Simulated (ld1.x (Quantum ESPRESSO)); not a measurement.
## What one change does to a pseudopotential (Ge (Z = 32), RRKJ)

germanium, norm-conserving RRKJ (Kleinman–Bylander form), made with ld1.x (Quantum ESPRESSO) 7.5 (PBE, scalar-relativistic). Core [Ar] 3d10, reference 4s1 4p3. Waves: 4p (bound): rc 2.30 bohr; 4s (bound): rc 1.85 bohr. Local part: the s channel. Core correction: none.

Change: type TM; local potential the p channel.

Cutoffs: the cutoffs (Ry, on a coarse ladder) from which the occupation-weighted sum of valence levels, in a spherical-Bessel basis at the reference potential, stays within 10 and 1 mRy of its value at 400 Ry; they do not see the model core or the augmentation charge, which bear on the density cutoff. Errors are all-electron minus pseudo energies relative to the spin-unpolarised reference configuration.

How do hardness, ghosts and transferability respond?

The potential gets softer (21 Ry and 40 Ry → 15 Ry and 40 Ry); of the 7 tests that both files solve, the error grows in 1 and shrinks in 2 by more than 15 % and 0.3 meV (median size 12.5 → 12.0 meV); the range in which the p phases agree narrows (upper end 4.3 → 3.1); neither file shows a bound ghost.

```tsv
quantity	base	changed
cutoff, loose	21 Ry	15 Ry
cutoff, tight	40 Ry	40 Ry
loose cutoff by channel (10 mRy a level)	p 12 Ry, s 15 Ry	s 15 Ry, p 6 Ry
bound ghosts	none	none
error for 4s2 4p2, meV [ΔE -7.97 eV]	+11	+12
error for 4s2 4p1, meV [ΔE -0.53 eV]	+13	+12
error for 4s2 4p0, meV [ΔE 14.91 eV]	+17	-2.0
error for 4s0 4p4, meV [ΔE 8.22 eV]	+11	+13
error for 4s2 4p1.5, meV [ΔE -5.17 eV]	+12	+13
error for 4s1 4p2, meV [ΔE 8.19 eV]	-4.9	-5.0
error for 4s1 4p0, meV [ΔE 49.70 eV]	+78	+27
s: phases at 2.50 bohr within 0.05 rad from the reference energy up to (Ry; the scan ends near 5)	2.3	2.5
p: phases at 2.50 bohr within 0.05 rad from the reference energy up to (Ry; the scan ends near 5)	4.3	3.1
```
